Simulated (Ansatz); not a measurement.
Several settings on one geometry of [Se3]2- (Se₃²⁻) (that of the charge -2 singlet, r2SCAN-D4/def2-TZVPD). Ansatz on 4 threads of Arm Neoverse V1 on a shared host; times are rough.

```xyz
3

Se   -1.8007    0.0587   -0.9841
Se   -0.1365   -0.6161    0.5960
Se    1.9372    0.5575    0.3881
```

Totals from different functionals, basis sets or treatments of relativity can't be compared as stabilities.

DK, ANO-RCC and x2c sets are all-electron and run with scalar relativity unless a key says otherwise. Correlated methods freeze 27 core orbitals; core or outer-core shells of Se are correlated, in sets that lack core-valence functions. A multiply charged anion in the gas phase is held together partly by the finite basis.

The spins typed aren't always the lowest for that charge.

Q: Give the basis size and estimate the energy, ⟨S²⟩ and time of these runs.

```
run                                 method  charge    state                                  further keys
  1  RKS CAM-B3LYP-D3(BJ)-ATM/ANO-RCC-VTZP      -2  singlet  scf: {lower_state_search: off}; forces asked
  2            RKS r2SCAN50-D3(BJ)/pcseg-2      -2  singlet   scf: {omitted_lower_state_checks: [starts]}
  3                UKS r2SCAN, rpa/cc-pVTZ      -1  doublet   scf: {omitted_lower_state_checks: [starts]}
```

A: 
```json
{"run": "1", "functions": "129", "energy (Eh)": "-7290.1633", "⟨S²⟩": "–", "wall time": "11 s"}
{"run": "2", "functions": "129", "energy (Eh)": "-7204.6830", "⟨S²⟩": "–", "wall time": "4.1 s"}
{"run": "3", "functions": "129", "energy (Eh)": "-7200.6718", "⟨S²⟩": "0.75", "wall time": "7 s"}
```

The highest occupied level of an anion often lies above zero with these methods, and sets without diffuse functions describe the outer electron poorly.
